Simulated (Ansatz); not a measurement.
Correlation energies of `O=C=N[Si](Cl)Cl` radical by basis set

| atom | x (Å) | y (Å) | z (Å) |
| --- | --- | --- | --- |
| O1 | -0.581 | 1.937 | -2.041 |
| C2 | -0.359 | 1.178 | -1.193 |
| N3 | -0.145 | 0.423 | -0.286 |
| Si4 | 0.391 | -1.030 | 0.404 |
| Cl5 | 1.874 | -0.603 | 1.741 |
| Cl6 | -1.180 | -1.904 | 1.374 |

The species carries charge 0 and has multiplicity 2. The structure was optimised at the PBE0-D4/def2-TZVP level. It is one conformer, not always the lowest. Frozen core, unrestricted reference, Ansatz. CBS rows extrapolate triple and quadruple zeta; past MP2 they add the triple-zeta difference.

```tsv
basis	HF (Eh)	MP2 corr.	CCSD corr.	(T)	CCSD(T) total
def2-SVP	-1374.71593	-0.78520	-0.81117	-0.02768	-1375.55478
def2-TZVPP	-1375.34353	-1.02337	-1.05036	-0.05159	-1376.44548
def2-QZVPP	-1375.38513	-1.11240	–	–	–
CBS(def2)	-1375.39086	-1.17834	-1.20534	as TZ	-1376.64779
```
